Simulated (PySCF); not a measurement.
**Vertical excitation energies**

Compound: C2H11AsSi2.
InChI=1S/C2H11AsSi2/c1-2-3(4)5/h2H2,1,4-5H3

Computed with TDDFT CAM-B3LYP/def2-SVPD, vertical, gas phase, core orbitals frozen in the response (PySCF). Geometry: PBE0-D3(BJ)/def2-SVP, one conformer, isolated molecule. The CAM-B3LYP/def2-SVPD calculation is non-relativistic and has no spin–orbit coupling, an omission that weighs most on arsenic. Torsions of this conformer, `[CH3:1][CH2:2][As:3]([SiH3:4])[SiH3:5]`: C1–C2–As3–Si4 75°.

```tsv
state	E (eV)	λ (nm)	f	|μ| (D)	main configurations (H = HOMO, L = LUMO)
S1	5.74	216.0	0.060	1.66	H→L (83%)
S2	6.17	200.8	0.071	1.74	H→L+1 (65%), H→L+3 (11%), H→L+2 (9%)
S3	6.27	197.7	0.053	1.49	H→L+3 (43%), H→L+2 (24%), H→L+1 (19%)
S4	6.49	191.2	0.014	0.75	H→L+4 (57%), H→L+3 (20%), H→L+2 (12%)
S5	6.87	180.4	0.132	2.25	H-1→L (69%), H-1→L+3 (12%)
S6	6.95	178.5	0.028	1.03	H→L+2 (44%), H→L+4 (24%), H→L+3 (17%)
S7	7.05	175.8	0.0038	0.38	H→L+5 (66%), H→L+7 (15%)
S8	7.34	168.8	0.122	2.09	H-1→L+1 (31%), H-1→L+3 (21%), H-1→L+2 (20%)
S9	7.41	167.2	0.092	1.81	H-2→L (23%), H-1→L+3 (22%), H-1→L+1 (20%)
S10	7.48	165.7	0.051	1.34	H-1→L+4 (53%), H-2→L+1 (12%), H-2→L (9%)
```

Triplets, Tamm–Dancoff:

```tsv
state	E (eV)	λ (nm)	main configurations (H = HOMO, L = LUMO)
T1	5.01	247.7	H→L (76%), H→L+3 (8%)
T2	5.28	234.8	H→L+1 (79%)
T3	5.85	211.9	H→L+3 (57%), H→L+2 (19%), H→L (11%)
T4	6.10	203.4	H→L+4 (74%), H→L+2 (9%)
```

The lowest singlet comes at 216 nm (554 kJ/mol) in the ultraviolet; it is of moderate strength; its leading configuration is HOMO→LUMO (83%). The strongest level in the table is S5 at 6.87 eV (180 nm, f = 0.132). Löwdin shares by element: HOMO arsenic 60%, silicon 20%, carbon 10% or more; LUMO arsenic 27%, silicon 27%, carbon 8% or more (atoms not listed hold the other 38%). Orbital energies (eV): HOMO-3 -11.09, HOMO-2 -9.73, HOMO-1 -9.25, HOMO -8.15, LUMO 0.74, LUMO+1 0.92, LUMO+2 1.17. Of the 10 states listed, 9 reach f = 0.01 and none stays under 0.0005. The listed states span 1.74 eV, and the widest gap between neighbours is 0.43 eV (S1 to S2). The vertical ionisation energy (ΔSCF) is 8.79 eV, 1.31 eV above S10. Only the lowest 10 singlets were computed, as vertical energies without vibronic structure.
